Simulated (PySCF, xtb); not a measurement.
Nb(O)(OH)(Me)2 (C2H7NbO2), SMILES [CH3][Nb]([CH3])(=[O])[OH], multiplicity 1.

GFN2-xTB in xtb 6.7.1 at its own geometry gives an orbital gap of 1.98 eV and a dipole moment of 5.99 D.

Coordinates come from a B3LYP-D3(BJ)/def2-SVP optimisation. The spin state was assumed, not searched. The def2 effective core potentials stand for the cores of Nb; spin–orbit coupling is left out. The values are those of a single conformer.

**Question.** What does PBE/def2-TZVP (PySCF) give? (Estimate from the structure and the level; the computed values follow.)

**Answer.** gap 4.05 eV (levels -6.62 and -2.57 eV), dipole 1.93 D.
